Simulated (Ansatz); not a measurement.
`[CH3][Zn][O][AlH][NH2]` → Al• + C• + 6 H• + N• + O• + Zn (atom)  (atomization)

Calculated with Ansatz (gas phase, PBE0-D4/def2-TZVP geometries, no zero-point term in ΔE). CCSD(T)/CBS adds triple-zeta CCSD(T) − MP2 to the extrapolated MP2 energy (def2 sets, frozen cores). This one scheme is used for every species, atoms too. For atomizations the MP2-based limit and the directly extrapolated one differ by several kJ/mol either way, and by 10 to 25 for some Ge, Se and Sn compounds, so smaller differences from it don't rank the levels. Functionals use def2-TZVPP. HSE06 is defined as in plane-wave codes. Open shells (•) are unrestricted, without spin–orbit coupling. Spin–orbit coupling would lower the free atoms: a little for Al, C, O. For Zn outer-core shells are correlated without core-valence functions, so the limit isn't a true one: a few kJ/mol of doubt a bond, and 10 to 20 or more in all where bonds break to atoms. Scalar relativity is left out up to krypton. One conformer a species, not always the lowest.

(1) What is ΔE at CCSD(T)/CBS? (Estimate.)

(2) What do these levels give: PBE-QIDH, r2SCAN, HSE06, MP2/def2-SVP, CCSD/def2-TZVPP, HF/CBS(def2)? (An estimate is asked.)

Largest T1 diagnostic among the species: 0.018.

Answers

(1) Ansatz gave: +3706.0 kJ/mol.

(2) Computed: PBE-QIDH 3656.9, r2SCAN 3701.9, HSE06 3646.6, MP2/def2-SVP 3522.6, CCSD/def2-TZVPP 3542.4, HF/CBS(def2) 2643.1 kJ/mol.

Leaving LDA and LC-ωPBE aside and taking each functional with its dispersion term where it has one, the values, not all of them listed here, spread over 156.6 kJ/mol, from BHLYP-D4 to PBE-D4. LDA lies +489.1 kJ/mol from PBE without D4, its usual overbinding. From r2SCAN to r2SCAN0 (25 % exact exchange), in def2-TZVPP and without D4, ΔE moves by −69.5 kJ/mol: exact exchange takes away binding that semilocal exchange gives to molecules.
